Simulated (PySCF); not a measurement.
**Sr+: ionisation energy**

Sr+ [Kr] 5s1 (2S) → Sr(2+) [Kr] (1S), as a difference of total energies. Calculation: PySCF 2.14, in x2c-SVPall (6s4p5d1f, 50 functions); the spin-free X2C one-electron Hamiltonian (Gaussian nucleus). The calculations carry no spin-orbit coupling.

| method | ionisation energy (eV) | error (eV) |
| --- | --- | --- |
| UHF | 10.436 | -0.594 |
| B3LYP | 11.233 | +0.203 |
| PBE | 11.150 | +0.120 |

Reference: 11.030 eV (measured; NIST Atomic Spectra Database, ionization energies).
